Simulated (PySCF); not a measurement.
Species: C₆H₇FN (doublet state).
Z-matrix (Å and degrees, GFN2-xTB geometry), rows numbered from 1:
```
C 
C   1  1.3257
C   2  1.4773  1  124.29
N   3  1.2890  2  125.22  1   -20.59
C   3  1.4281  2  116.21  1   159.61
C   5  1.3947  3  122.14  2  -176.87
C   6  1.3535  5  123.40  3   179.82
F   7  1.3360  6  121.33  5  -179.83
H   1  1.0790  2  122.16  3    -0.87
H   1  1.0764  2  121.99  3  -179.70
H   2  1.0819  1  120.08  3   179.04
H   4  1.0163  3  114.15  2    -0.51
H   5  1.0806  3  118.52  2     2.29
H   6  1.0808  5  117.04  3    -0.25
H   7  1.0804  6  126.24  5     0.28
```

The hyperfine couplings belong to this conformer and change with its torsions.

As a line formula: `[H]/N=C(/[CH]/C=C/F)C=C` [radical].

Computed, not measured: UKS B3LYP, pcH-1 on C F H N, non-relativistic, mean-field spin-orbit, GIAO (PySCF 2.14.0). The structure is a single GFN2-xTB conformer in the gas phase; no vibrational or solvent corrections. The geometry wasn't refined by DFT: couplings that depend on bond lengths, twists or pyramidal angles can differ widely from those at the functional's own minimum. The frame is twisted about the C2–C3 bond at this geometry (dihedral H11–C2–C3–C5 = -19°); couplings at other torsion angles weren't computed. No stability test was run, so a lower SCF solution isn't excluded. ⟨S²⟩ is 0.788 where a pure state has 0.75.

**Question.** Match the computed a_iso(13C) values +48.7, +44.3, -39.3, -37.1, -4.6, +3.9 MHz with the sites C1; C2; C3; C5; C6; C7.

**Answer.** 
```
site  a_iso (MHz)  ρ(0) (bohr⁻³)                 position  distance from C5 (Å)  spin population  largest |T| (MHz)
  C1         -4.6        -0.0041          3 bonds from N4                  3.69            -0.04                5.9
  C2         +3.9        +0.0034          2 bonds from N4                  2.47            +0.03                2.9
  C3        -37.1        -0.0330           1 bond from N4                  1.43            -0.15               19.8
  C5        +48.7        +0.0433  largest spin population                  0.00            +0.58               90.0
  C6        -39.3        -0.0350           1 bond from C7                  1.39            -0.20               23.6
  C7        +44.3        +0.0394         a main spin site                  2.42            +0.43               77.6
```

ρ(0) is the spin density at the nucleus and T the dipolar tensor. The Mulliken spin populations are largest on C5 (+0.58), C7 (+0.43), N4 (+0.36) and C6 (-0.20). Three atoms exceed +0.15. The angles at C5 add up to 360.0°, so it is planar. Main spin sites, with 60 % or more of the largest population: N4, C5, C7; positions count bonds from the nearest.

The spin density at the nucleus, in bohr⁻³, is negative for C6 (-0.0350), C3 (-0.0330) and H13 (-0.0080), for instance. A restricted open-shell determinant has no negative spin density anywhere; here it arises because α and β orbitals differ (spin polarisation).

C5, the radical centre as drawn in `[H]/N=C(/[CH]/C=C/F)C=C`, holds a spin population of +0.58 out of 1.
